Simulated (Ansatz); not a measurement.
`CN(C)B(F)S` + `O[SiH2]F` → `CO[SiH2]F` + `CNB(F)S`  (substitution at a C–N bond)

Gas-phase electronic energies from Ansatz, PBE0-D4/def2-TZVP geometries. CCSD(T)/CBS is the MP2 limit (def2-TZVPP, def2-QZVPP) plus CCSD(T) − MP2 in def2-TZVPP, frozen cores. Functionals use def2-TZVPP. One conformer a species, not always the lowest.

Problem. Is it downhill or uphill in electronic energy at CCSD(T)/CBS, and by how much? (An estimate is asked.)

Solution. Ansatz gave: Uphill: ΔE = +8.3 kcal/mol.

Problem. What do these levels give: PBE0-D4, PBE, HF/def2-TZVPP, SCS-MP2/def2-TZVPP, CCSD/def2-TZVPP, HF/def2-QZVPP? (Estimate.)

Solution. Ansatz gave: PBE0-D4 7.7, PBE 6.9, HF/def2-TZVPP 3.6, SCS-MP2/def2-TZVPP 8.0, CCSD/def2-TZVPP 7.5, HF/def2-QZVPP 3.5 kcal/mol.

Largest T1 diagnostic among the species: 0.012.

The D4 term adds +1.2 kcal/mol with B3LYP and +0.7 kcal/mol with PBE0; it sums over pairs of atoms, weighted by their polarisabilities, and B3LYP, whose exchange is more repulsive, gets the larger term. In def2-TZVPP, CCSD(T) changes the Hartree–Fock value by +4.5 kcal/mol (the triples alone add +0.6 kcal/mol) and MP2 by +5.9 kcal/mol.

B3LYP here is the variant with VWN-RPA as its local correlation; programs differ in this.
